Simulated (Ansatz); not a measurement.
`B/C=C/[SiH3]` + `[SH][GeH3]` → `B[S][GeH3]` + `C=C[SiH3]` at 500 K and 1 bar (ligand exchange at a B–C bond).

Computed with Ansatz on PBE0-D4/def2-TZVP structures; ΔE is electronic, products minus reactants. CBS: MP2 limit from def2 TZ/QZ plus the TZ coupled-cluster correction, frozen cores. For Ge outer-core shells are correlated without core-valence functions, which leaves a few kJ/mol of doubt a bond. Scalar relativity is left out up to krypton.

```tsv
species	CCSD(T)/CBS energy (Eh)	H − E (kJ/mol)	S (J/(mol·K))
`B/C=C/[SiH3]`	-394.14024	248.6	386.1
`[SH][GeH3]`	-2476.30083	114.8	326.3
`B[S][GeH3]`	-2501.70931	159.2	376.7
`C=C[SiH3]`	-368.76077	209.7	334.4
```

H − E and S are ideal-gas, rigid-rotor, harmonic terms from PBE0-D4/def2-TZVP. 1 Eh = 2625.50 kJ/mol, R = 8.31446 J/(mol·K).

**Question.** By hand: ΔE, ΔH, ΔS and ΔG.

**Answer.** ΔE = (-2501.70931) + (-368.76077) − (-394.14024) − (-2476.30083) = -0.02901 Eh = -76.2 kJ/mol. Δ(H − E) = 159.2 + 209.7 − 248.6 − 114.8 = 5.5, so ΔH = -70.7 kJ/mol. ΔS = 376.7 + 334.4 − 386.1 − 326.3 = -1.3 J/(mol·K). ΔG = -70.7 − 500 × (-1.3)/1000 = -70.0 kJ/mol.

**Question.** By hand: the equilibrium constant, and the temperature at which ΔG would vanish if ΔH and ΔS stayed fixed.

**Answer.** log₁₀ K = −ΔG/(RT ln 10) = 7.3. ΔG = 0 at ΔH/ΔS = 54385 K, far beyond where these terms or the molecules hold.

The number of gas molecules stays the same, so ΔS is small and ΔH decides. A doubt of 5 kJ/mol in ΔE shifts log₁₀ K by 0.5 here. Modes under 60 cm⁻¹, often nearly free rotors, make the harmonic entropy too high. These are equilibria of isolated gas molecules and say nothing of rates. Largest T1 diagnostic: 0.014 (customary marks: 0.02 for closed shells, 0.045 for open ones).
